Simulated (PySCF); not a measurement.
# Br₂Ga, SMILES `[Br][Ga][Br]` (charge 0, multiplicity 2)

Computed with PBE-D3(BJ)/def2-TZVP // TPSSh-D3(BJ)/def2-TZVP in PySCF.

- highest occupied spin orbital = -5.86 eV
- dipole moment = 1.38 D
- total energy = -7072.1949 Ha
- cost = very roughly 5 core-minutes

Bonds (Å): Br1–Ga2 2.323, Ga2–Br3 2.322. Bond angles (°): Br1–Ga2–Br3 119.8.
Charge 0, spin multiplicity 2.
